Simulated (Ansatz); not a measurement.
Total energies of CH$_{4}$AlFS, SMILES `FC[S][AlH2]`.

```xyz
8

F    -0.4058    0.6009   -0.8185
C     0.9367    0.7933   -0.2310
S     1.2845   -0.6726    0.7157
Al   -0.9352   -0.9458    0.3279
H     0.8270    1.7035    0.3559
H     1.5909    0.9337   -1.0886
H    -1.9376   -0.2687    1.3478
H    -1.3606   -2.1442   -0.6092
```

Charge 0, multiplicity 1. The geometry is a stationary point of PBE0-D4/def2-TZVP. It is one conformer, not always the lowest. Basis def2-TZVPP, Ansatz.

RPA on PBE orbitals: Hartree–Fock energy of these orbitals -779.12729 Eh, correlation -1.12968 Eh (frozen core).

| functional | energy without D4 (Eh) | D4 term (kJ/mol) |
| --- | --- | --- |
| revPBE | -780.89727 | -47.5 |
| PBE-QIDH | -780.48209 | – |

(1) Give the same for LDA (SPW92), PBE, BLYP, r2SCAN, B97M-V, PBE0, B3LYP, r2SCANh, r2SCAN0, HSE06 (plane-wave form), BHLYP, CAM-B3LYP, LC-ωPBE, ωB97X-V, ωB97M-V, B2PLYP. (An estimate is asked.)

B3LYP takes the VWN-RPA correlation (the form of Gaussian; ORCA's B3LYP/G). HSE06 is the plane-wave form, built on full-range PBE exchange. The double hybrids freeze the cores in their second-order part.

Answers

(1) The calculation gave: 
| functional | energy without D4 (Eh) | D4 term (kJ/mol) |
| --- | --- | --- |
| LDA (SPW92) | -777.62698 | – |
| PBE | -780.60991 | -16.0 |
| BLYP | -781.04078 | -35.4 |
| r2SCAN | -780.95228 | -3.6 |
| B97M-V | -780.88285 | – |
| PBE0 | -780.67210 | -13.4 |
| B3LYP | -781.11595 | -26.1 |
| r2SCANh | -780.94114 | -3.9 |
| r2SCAN0 | -780.92546 | -4.3 |
| HSE06 (plane-wave form) | -780.65201 | -12.5 |
| BHLYP | -781.00908 | -20.9 |
| CAM-B3LYP | -781.04270 | -13.6 |
| LC-ωPBE | -780.79704 | – |
| ωB97X-V | -780.92891 | – |
| ωB97M-V | -780.98624 | – |
| B2PLYP | -780.73723 | – |

LC-ωPBE has ω = 0.4 bohr⁻¹.
